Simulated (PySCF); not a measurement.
## Exercise with solution: oscillator strength and radiative lifetime

Si(H)2(NHSiH3)(Me) (CH9NSi2), SMILES C[SiH2]N[SiH3].

Coordinates come from a PBE0-D3(BJ)/def2-SVP optimisation. One conformer was computed; it need not be the lowest.

TDA-PBE/def2-SVPD (PySCF 2.14.0) puts the first singlet state with f over 0.02 at 6.85 eV (vertical), with the transition dipole (0.281, 0.550, 0.000) in atomic units.

Question: Find the oscillator strength, the wavelength and the radiative lifetime that this transition would have in vacuum if emission retraced absorption.

Answer: 
|μ|² = 0.3815 au, so |μ| = 1.57 D. ΔE = 6.85/27.211 = 0.2517 hartree. f = (2/3) ΔE |μ|² = 0.064 (the program prints 0.064).
λ = 1239.84/6.85 = 181 nm; ν = 55249 cm⁻¹.
Einstein's coefficient A = 0.6670 ν² f s⁻¹ (ν in cm⁻¹) = 1.3e8 s⁻¹, so τ = 1/A = 7.7 ns. This state is S6; the lower singlets have f = 0.002, 0.015, 0.003, 0.005, 0.008. The figure is the radiative limit of this one transition; relaxation, internal conversion, crossing to triplets and a medium change what is measured.
